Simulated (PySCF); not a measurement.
# C4H5FNOS: g tensor and hyperfine couplings

Compound: C4H5FNOS (doublet state).
Geometry (GFN2-xTB, Å), atoms numbered from 1 in this order:
```xyz
13
C4H5FNOS angstrom
C     -1.8697   -0.2988   -0.2111
C     -0.6202    0.4637   -0.0337
C     -0.3348    1.6423   -0.6595
N     -0.0376    2.6197   -1.2083
S      0.4959   -0.0688    1.2723
O      0.0357   -1.3935    1.6564
C      1.9596   -0.3254    0.0897
F      3.0743   -0.4815    0.8425
H     -1.7524   -1.2727    0.2661
H     -2.7188    0.2117    0.2531
H     -2.1059   -0.4208   -1.2689
H      1.7918   -1.2389   -0.4843
H      2.0778    0.5634   -0.5320
```

The hyperfine couplings belong to this conformer and change with its torsions.

The species is `C[C](C#N)[S@@](=O)CF` [radical].

Theory: UKS B3LYP, pcH-1 on C F H N O S, non-relativistic, mean-field spin-orbit, GIAO in PySCF 2.14.0. One conformer (not necessarily the lowest) at the GFN2-xTB geometry, without solvent, vibrations or thermal averaging. A GFN2-xTB geometry isn't a minimum of the functional, and hyperfine couplings can be far from their values at a DFT geometry. Stability of the SCF solution: not tested.

* g1, g2, g3: 2.00195, 2.00354, 2.00525
* g_iso: 2.00358
* Form of g: rhombic: the two nearest values differ by 48 % of g3 − g1
* ⟨S²⟩: 0.7633 (exact 0.7500)
* α and β electrons: 35, 34
* HOMO–LUMO gap, α and β orbitals: 5.89, 3.49 eV

Hyperfine couplings atom by atom, in 10⁻⁴ cm⁻¹; T1 to T3 are the principal values of the dipolar part; ρ(0) is the spin density at the nucleus (1 × 10⁻⁴ cm⁻¹ = 2.998 MHz):

```tsv
atom	isotope	a_iso	of which spin–orbit	T1	T2	T3	Mulliken spin population	ρ(0) (bohr⁻³)
C1	13C	-8.6	0.0	-0.9	-0.1	0.9	-0.06	-0.0229
C2	13C	24.9	0.0	-20.7	-20.2	40.9	0.73	0.0662
C3	13C	-17.1	0.0	-6.0	-0.6	6.6	-0.18	-0.0456
N4	14N	2.7	0.0	-5.5	-4.2	9.8	0.34	0.0253
S5	33S	10.3	0.0	-2.6	-0.9	3.6	0.01	0.0900
O6	17O	-0.1	0.0	-2.7	0.6	2.1	0.00	0.0003
C7	13C	25.1	0.0	-2.3	-2.1	4.4	0.06	0.0669
F8	19F	2.5	0.0	-8.2	-6.5	14.7	0.01	0.0018
H9	1H	3.2	0.0	-1.3	-0.9	2.2	0.00	0.0021
H10	1H	41.6	0.0	-1.4	-0.9	2.3	0.05	0.0279
H11	1H	22.6	0.0	-1.5	-0.7	2.2	0.03	0.0152
H12	1H	-0.7	0.0	-1.2	-0.4	1.6	0.00	-0.0005
H13	1H	-1.5	0.0	-1.4	0.1	1.3	0.00	-0.0010
```

Largest spin populations (Mulliken): C2 (+0.73), N4 (+0.34), C3 (-0.18) and C7 (+0.06). The angles at C2 add up to 359.4°, so it is planar.

Axes: g2 points within 1° of the C2–S5 bond.

Under fast tumbling the dipolar parts average out, and these isotropic splittings remain: 3 × 1H (H9/H10/H11, I = 1/2, 4 lines) with 2.40 mT, 1 × 14N (N4, I = 1, 3 lines) with 0.29 mT, 1 × 19F (F8, I = 1/2, 2 lines) with 0.27 mT, 1 × 1H (H13, I = 1/2, 2 lines) with 0.16 mT and 1 × 1H (H12, I = 1/2, 2 lines) with 0.07 mT.

Nuclei that the bonding pattern makes equivalent are averaged, as if the motion that swaps them (rotation, inversion, ring flip) were fast. The three 1H nuclei of mean +67.3 MHz run from 9.6 to 124.6 MHz in the frozen geometry.

The 13C coupling of C7 (75.2 MHz) shows only in satellite lines or after enrichment, since that isotope makes up about 1.07 % of natural carbon.

The 33S coupling of S5 (30.9 MHz) shows only in satellite lines or after enrichment, since that isotope makes up about 0.76 % of natural sulfur.
